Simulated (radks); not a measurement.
Neutral argon inside a hard spherical wall (all orbitals vanish at R), configuration held at [Ar] and not refilled when levels cross. Calculated with a radial shooting solver on a logarithmic mesh with Libxc functionals: scalar-relativistic Kohn-Sham, PBE, spin-polarised, spherical densities, finite nucleus; Fermi nuclear charge, rms radius 3.4274 fm. Eigenvalues in eV for spin up, with the zero of energy where the potential of the charges vanishes at infinity; a dash marks a level that is unbound or too diffuse for the functional's potential to be trusted. A positive occupied level is held by the wall or, in an anion where self-interaction has pushed it up, behind a barrier. The pressure on the wall is -dE/dV.

R (bohr)  E (hartree)  kinetic (hartree)    e(2s)    e(2p)    e(3s)    e(3p)  e(4s, empty)  e(4p, empty)  pressure (GPa)
free       -529.22919            531.987  -296.99  -229.89  -24.287  -10.270             -             -               0
20         -529.22919            531.987  -296.99  -229.89  -24.287  -10.270             -             -        < 0.0001
15         -529.22919            531.987  -296.99  -229.89  -24.287  -10.270             -             -        < 0.0001
10         -529.22918            531.987  -296.99  -229.89  -24.287  -10.270         0.103         1.761        0.000120
8          -529.22909            531.988  -296.98  -229.88  -24.279  -10.262         0.792         3.064         0.00624
6          -529.22598            532.017  -296.79  -229.69  -24.136  -10.120         3.294         6.949           0.364
5          -529.21069            532.130  -296.19  -229.08  -23.699   -9.667         7.010        12.032            3.06
4          -529.11752            532.689  -293.84  -226.71  -22.079   -7.909        16.501        23.731            30.1
2          -522.91299            554.645  -247.80  -179.57   17.131   35.802        172.21        183.17            8490
1.5        -507.76765            595.303  -197.67  -127.23   89.123   110.24        399.25        397.58           58800
